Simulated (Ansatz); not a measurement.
Series SiXY, Y = hydroxy, computed as singlets and as triplets. Gas-phase values, no solvent. One relaxed conformer stands for each flexible species; it need not be the lowest. Strings in code marks are SMILES.

Quantity: adiabatic spin-state energy, in kJ/mol. The DFT solution of `O[Si][AlH2]` is unstable or spin-contaminated; the geometry comes from it. HF references are unrestricted for open shells and restricted for singlets. The restricted reference of `O[Si][AlH2]` is unstable towards unrestricted orbitals.

A: `O[Si]O`: multiplicity 3 minus multiplicity 1
B: `B[Si]O`: multiplicity 3 minus multiplicity 1
C: `O[Si][SiH3]`: multiplicity 3 minus multiplicity 1
D: `O[SiH]`: multiplicity 3 minus multiplicity 1
E: `O[Si][AlH2]`: multiplicity 3 minus multiplicity 1
F: `O[Si]S`: multiplicity 3 minus multiplicity 1

Put the candidates in order of adiabatic spin-state energy, lowest first, for frozen-core CCSD(T)/6-31g // PBE0-D3(BJ)/def2-TZVP (Ansatz, an electronic-structure program).

E (39.34 kJ/mol), B (49.9 kJ/mol), C (110.9 kJ/mol), D (148.8 kJ/mol), F (198.8 kJ/mol), A (262.5 kJ/mol)
